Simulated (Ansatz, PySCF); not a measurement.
Potential energy curve for Mg2, singlet.

UMP2 = MP2 on UHF/cc-pVQZ, frozen core in Ansatz (a quantum-chemistry and plane-wave program); UKS-PBE = unrestricted PBE/cc-pVQZ (Ansatz); UKS-B3LYP/6-31G* = PySCF with unrestricted B3LYP/6-31G*, spherical d.

Total energies in hartree (comparable only within one method and basis):

```csv
R / Å,UMP2,UKS-PBE,UKS-B3LYP/6-31G*
2.70,-399.24945,-399.89091,-400.13875
2.89,-399.25863,-399.89868,-400.14708
3.09,-399.26487,-399.90294,-400.15201
3.28,-399.26919,-399.90473,-400.15450
3.40,-399.27154,-399.90518,-400.15540
3.49,-399.27319,-399.90529,-400.15584
3.60,-399.27511,-399.90523,-400.15618
3.71,-399.27694,-399.90503,-400.15637
3.83,-399.27855,-399.90470,-400.15646
3.98,-399.27866,-399.90421,-400.15646
4.19,-399.27865,-399.90349,-400.15637
4.53,-399.27845,-399.90244,-400.15617
4.85,-399.27820,-399.90169,-400.15602
5.37,-399.27782,-399.90094,-400.15589
5.84,-399.27758,-399.90059,-400.15584
6.38,-399.27739,-399.90039,-400.15583
7.19,-399.27724,-399.90025,-400.15585
7.96,-399.27718,-399.90020,-400.15586
8.83,-399.27714,-399.90018,-400.15587
9.80,-399.27713,-399.90017,-400.15588
10.90,-399.27712,-399.90017,-400.15588
```

The unrestricted determinant behind UMP2 is spin-contaminated at 2.70 to 3.71 Å (<S²> up to 0.6, against 0.00 for a pure singlet).
